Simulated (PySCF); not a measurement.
HClO (SMILES OCl), singlet, at a GFN2-xTB geometry; MP2/cc-pVTZ in PySCF.

Input for PySCF:
```python
from pyscf import gto, scf, mp

mol = gto.M(
    atom='''
O    -0.008741    1.098296    0.016436
H    -0.944582    1.335065    0.004393
Cl    0.059677   -0.595379   -0.007993
''',
    basis='cc-pvtz',
    charge=0,
    spin=0,
    verbose=4,
)

mf = scf.RHF(mol)
mf.kernel()

pt = mp.MP2(mf)
pt.kernel()
print('E(MP2) = %.10f' % pt.e_tot)
mf.analyze()
```

Output, abridged:

```
PySCF version 2.14.0

[INPUT] verbose = 4
[INPUT] num. atoms = 3
[INPUT] num. electrons = 26
[INPUT] charge = 0
[INPUT] spin (= nelec alpha-beta = 2S) = 0
[INPUT] symmetry False subgroup None
[INPUT] Mole.unit = angstrom
[INPUT] Symbol           X                Y                Z      unit          X                Y                Z       unit  Magmom
[INPUT]  1 O     -0.008741000000   1.098296000000   0.016436000000 AA   -0.016518096055   2.075478643705   0.031059538583 Bohr   0.0
[INPUT]  2 H     -0.944582000000   1.335065000000   0.004393000000 AA   -1.785001282194   2.522907208492   0.008301566865 Bohr   0.0
[INPUT]  3 Cl     0.059677000000  -0.595379000000  -0.007993000000 AA    0.112773185936  -1.125103250317  -0.015104580914 Bohr   0.0

nuclear repulsion = 50.9724203010458
number of shells = 24
number of NR pGTOs = 117
number of NR cGTOs = 78
basis = cc-pvtz
ecp = {}

******** <class 'pyscf.scf.hf.RHF'> ********
method = RHF
initial guess = minao
damping factor = 0
level_shift factor = 0
DIIS = <class 'pyscf.scf.diis.CDIIS'>
diis_start_cycle = 1
diis_space = 8
diis_damp = 0
SCF conv_tol = 1e-09
SCF conv_tol_grad = None
SCF max_cycles = 50
direct_scf = True
direct_scf_tol = 1e-13
Set gradient conv threshold to 3.16228e-05
Initial guess from minao.
init E= -534.91347606361
  HOMO = -0.347416455872496  LUMO = -0.0938936344595973  gap/eV = 6.89871
cycle= 1 E= -534.895567244141  delta_E= 0.0179  |g|= 0.332  |ddm|= 1.31
  HOMO = -0.447567975270424  LUMO = 0.0791441285732422  gap/eV = 14.33257
cycle= 2 E= -534.917210660425  delta_E= -0.0216  |g|= 0.101  |ddm|= 0.255
  HOMO = -0.440850219361202  LUMO = 0.0903230883737702  gap/eV = 14.45396
cycle= 3 E= -534.919061372001  delta_E= -0.00185  |g|= 0.0356  |ddm|= 0.0579
  HOMO = -0.441052705433853  LUMO = 0.0939408917555173  gap/eV = 14.55792
cycle= 4 E= -534.919331984119  delta_E= -0.000271  |g|= 0.0117  |ddm|= 0.0231
  HOMO = -0.442379969062747  LUMO = 0.0931397012244304  gap/eV = 14.57223
cycle= 5 E= -534.919378296675  delta_E= -4.63e-05  |g|= 0.00301  |ddm|= 0.01
  HOMO = -0.442238236934864  LUMO = 0.0933559062089024  gap/eV = 14.57426
cycle= 6 E= -534.919382924601  delta_E= -4.63e-06  |g|= 0.000946  |ddm|= 0.0033
  HOMO = -0.442391386045131  LUMO = 0.0932704617863429  gap/eV = 14.57610
cycle= 7 E= -534.919383593653  delta_E= -6.69e-07  |g|= 0.000345  |ddm|= 0.0014
  HOMO = -0.442367875198979  LUMO = 0.0932901226209228  gap/eV = 14.57600
cycle= 8 E= -534.919383697152  delta_E= -1.03e-07  |g|= 9.54e-05  |ddm|= 0.000645
  HOMO = -0.442375838816314  LUMO = 0.09328734183247  gap/eV = 14.57614
cycle= 9 E= -534.919383704517  delta_E= -7.37e-09  |g|= 2.81e-05  |ddm|= 0.000174
  HOMO = -0.442373352279702  LUMO = 0.0932888541187324  gap/eV = 14.57611
cycle= 10 E= -534.919383705513  delta_E= -9.96e-10  |g|= 1.16e-05  |ddm|= 6.62e-05
  HOMO = -0.442373814508469  LUMO = 0.0932883643121922  gap/eV = 14.57611
Extra cycle  E= -534.919383705644  delta_E= -1.32e-10  |g|= 6.86e-06  |ddm|= 1.72e-05
converged SCF energy = -534.919383705644

******** <class 'pyscf.mp.mp2.RMP2'> ********
nocc = 13, nmo = 78
E(RMP2) = -535.403396180704  E_corr = -0.484012475059911
E(SCS-RMP2) = -535.394703436606  E_corr = -0.475319730961651
E_corr(same-spin) = -0.121725275896433
E_corr(oppo-spin) = -0.362287199163478
E(MP2) = -535.4033961807
**** SCF Summaries ****
Total Energy =                        -534.919383705644464
Nuclear Repulsion Energy =              50.972420301045837
One-electron Energy =                 -840.468656740717620
Two-electron Energy =                  254.576852734027256
Two-electron Coulomb Energy =          290.682657161430711
DFT Exchange-Correlation Energy =      -36.105804427403456
HOMO-LUMO gap [eV] =                    14.576110324203293
**** MO energy ****
MO #1   energy= -104.889091552773  occ= 2
MO #2   energy= -20.6369249816314  occ= 2
MO #3   energy= -10.6089312874171  occ= 2
MO #4   energy= -8.07610556224388  occ= 2
MO #5   energy= -8.07301312729144  occ= 2
MO #6   energy= -8.0728650230597   occ= 2
MO #7   energy= -1.40601721196195  occ= 2
MO #8   energy= -1.06100789405227  occ= 2
MO #9   energy= -0.717201511029554 occ= 2
MO #10  energy= -0.609323125054412 occ= 2
MO #11  energy= -0.598503703622546 occ= 2
MO #12  energy= -0.466120057519113 occ= 2
MO #13  energy= -0.442373814508469 occ= 2
MO #14  energy= 0.0932883643121922 occ= 0
MO #15  energy= 0.169670611929662  occ= 0
MO #16  energy= 0.475076291546133  occ= 0
MO #17  energy= 0.48510173656493   occ= 0
MO #18  energy= 0.487552893633639  occ= 0
MO #19  energy= 0.542849463523629  occ= 0
MO #20  energy= 0.573250745955763  occ= 0
MO #21  energy= 0.628595105707093  occ= 0
 ** Mulliken pop on meta-lowdin orthogonal AOs  **
 ** Mulliken pop  **
 ** Mulliken atomic charges  **
charge of    0O =     -0.52420
charge of    1H =      0.36399
charge of    2Cl =      0.16021
Dipole moment(X, Y, Z, Debye): -1.65146,  0.22272, -0.02420
```
